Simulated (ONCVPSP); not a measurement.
**Cutoff test, S (Z = 16), ONCV**

| Item | Value |
| --- | --- |
| Element | S (Z = 16) |
| Generator | ONCVPSP 4.0.1 |
| Type | optimised norm-conserving Vanderbilt (ONCV) |
| Functional | LDA (Perdew-Wang 92) |
| Relativity | non-relativistic |
| Frozen core | [Ne] |
| Valence charge | 6 |
| Reference configuration | 3s2 3p3 (charge +1) |
| Partial waves | 3s: rc 1.25 bohr, ncon 4, nbas 7, qcut 6.6 1/bohr, 2 projectors, debl 3.1 Ha; 3p: rc 1.15 bohr, ncon 4, nbas 9, qcut 6.7 1/bohr, 2 projectors, debl 3.1 Ha |
| Local potential | polynomial inside 0.95 bohr (lpopt 3, dvloc0 6 Ha) |
| Core correction | Teter function, fcfact 4.5, rcfact 1.2 |

Q: For each optimised wave give the share of its norm inside rc, the residual kinetic energy above qcut (Ha) and the cutoffs (Ha) for errors of 10, 1, 0.1 and 0.01 mHa per electron.

A:

| wave | norm inside rc | residual KE | 10 mHa | 1 mHa | 0.1 mHa | 0.01 mHa |
| --- | --- | --- | --- | --- | --- | --- |
| 3s | 0.273 | 2.3e-04 | 9.3 | 13.1 | 59.5 | 81.8 |
| s projector 2 | 0.071 | 2.1e-03 | 16.3 | 24.8 | 91.4 | 113.3 |
| 3p | 0.146 | 1.4e-03 | 4.5 | 31.0 | 192.4 | 229.2 |
| p projector 2 | 0.072 | 3.2e-02 | 58.7 | 242.8 | 276.2 | 393.5 |

The occupied waves need 31 Ha and 192 Ha for 1 and 0.1 mHa. Note: ghosts flagged at negative energy: s at -159.2 eV, p at -27166.9 eV; GHOST(+) flags only above 600 eV. A true bound ghost makes a file unfit for plane-wave use.
